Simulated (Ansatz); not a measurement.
Consider the ligand exchange at the Hf–Se bond: `[F][Hf]([F])([F])[SeH]` + `CNC` → `C[N](C)[Hf]([F])([F])[F]` + H₂Se.

Calculated with Ansatz (gas phase, PBE0-D4/def2-TZVP geometries, no zero-point term in ΔE). CBS: MP2 limit from def2 TZ/QZ plus the TZ coupled-cluster correction, frozen cores. DFT in def2-TZVPP. B3LYP here is the variant with VWN-RPA as its local correlation; programs differ in this. HSE06 is defined as in plane-wave codes. Elements past krypton have def2 core potentials. For Hf, Se outer-core shells are correlated without core-valence functions, which leaves a few kJ/mol of doubt a bond. Scalar relativity is left out up to krypton. One conformer a species, not always the lowest.

```tsv
level	ΔE (kJ/mol)	difference from CCSD(T)/CBS
LDA (SPW92)	22.9	-3.5
PBE-D4	26.8	0.4
revPBE-D4	25.5	-0.9
r2SCAN-D4	28.6	2.2
B97M-V	27.0	0.6
PBE0-D4	30.5	4.1
B3LYP-D4	23.5	-2.9
r2SCANh-D4	29.8	3.4
HSE06-D4	30.9	4.5
BHLYP-D4	28.2	1.8
CAM-B3LYP-D4	22.3	-4.1
ωB97X-V	25.5	-0.9
ωB97M-V	27.3	0.9
B2PLYP	26.6	0.2
PBE-QIDH	30.8	4.4
PBE	30.4	4.0
revPBE	33.0	6.6
BLYP	26.7	0.3
r2SCAN	29.9	3.5
PBE0	33.8	7.4
B3LYP	29.0	2.6
r2SCANh	31.2	4.8
r2SCAN0	33.1	6.7
HSE06	33.9	7.5
BHLYP	32.1	5.7
CAM-B3LYP	25.7	-0.7
LC-ωPBE	29.3	2.9
HF/def2-SVP	26.3	-0.1
MP2/def2-SVP	6.8	-19.6
CCSD(T)/def2-SVP	5.2	-21.2
HF/def2-TZVPP	40.5	14.1
MP2/def2-TZVPP	21.9	-4.5
SCS-MP2/def2-TZVPP	21.2	-5.2
CCSD/def2-TZVPP	22.8	-3.6
HF/def2-QZVPP	41.3	14.9
MP2/def2-QZVPP	24.9	-1.5
SCS-MP2/def2-QZVPP	23.9	-2.5
HF/CBS(def2)	41.4	15.0
MP2/CBS(def2)	26.7	0.3
CCSD/CBS(def2)	27.6	1.2
CCSD(T)/CBS	26.4	0
```

Largest T1 diagnostic among the species: 0.015.

Leaving LDA and LC-ωPBE aside and taking each functional with its dispersion term where it has one, the values, not all of them listed here, spread over 11.9 kJ/mol, from BLYP-D4 to r2SCAN0-D4. LDA lies −7.5 kJ/mol from PBE without D4. At CCSD(T), def2-SVP lies −21.2 kJ/mol from the extrapolated value and def2-TZVPP −4.8 kJ/mol.
